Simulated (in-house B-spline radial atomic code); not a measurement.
Settings and results of a run for Al⁵⁺. Computed with a B-spline radial code for spherical atoms: Dirac-Kohn-Sham BHandHLYP, spherical fractional occupations, exact exchange averaged over the configuration, Fermi nucleus of rms radius 3.061 fm.

Command:
```bash
python run_scf.py task.json out
```
Settings (nuclear radius in fm, mass in u):
```
Z                13
configuration    [He] 2s2 2p4
hamiltonian      dirac
method           bhandhlyp
spin_polarised   False
nucleus          fermi
rms_radius       3.061
atomic_mass      26.98154
speed_of_light   137.035999084
exact_exchange   averaged over the configuration
```

Output (hartree, bohr):
```
 radial grid: 65 intervals, B-splines of order 8, outer radius 7.0175 bohr

 iter        energy (Eh)    residual
    1        -226.332542    5.52e-01
    2        -230.426828    1.46e-01
    3        -230.640407    5.67e-02
    4        -230.674036    2.18e-02
    5        -230.679594    5.07e-03
    6        -230.679933    2.57e-05
    7        -230.679933    1.57e-07

 total energy                      -230.67993
 kinetic                             231.3196
 electron-nucleus                   -519.4025
 Hartree                              72.2797
 exact exchange                       -6.9589
 exchange-correlation                 -7.9177

 first-order corrections (not in the total)
   Gaunt                             0.0419
   retardation                      -0.0024
   frequency dependence             -0.0000
   self-energy                       0.0294
   Uehling                          -0.0018
   Wichmann-Kroll                    0.0000
   recoil                            0.0041

 orbital      occ     eigenvalue          <r>       <r^2>       <1/r>       r_max    small
 1s1/2      2.000       -61.8258      0.11984   0.0193268     12.6523     0.07835  2.12e-03
 2s1/2      2.000        -8.2291     0.584258    0.404152     2.50305      0.4789  3.28e-04
 2p1/2      1.333        -6.8843     0.536869    0.356822     2.41745      0.4032  3.11e-04
 2p3/2      2.667        -6.8644     0.538483    0.358812     2.40754      0.4045  3.10e-04
```

Run time, properties included: 1 s on 1 thread of Intel(R) Xeon(R) Platinum 8259CL CPU @ 2.50GHz, on a shared host.

For the Dirac Hamiltonian the kinetic term is c α·p + (β - 1)c².
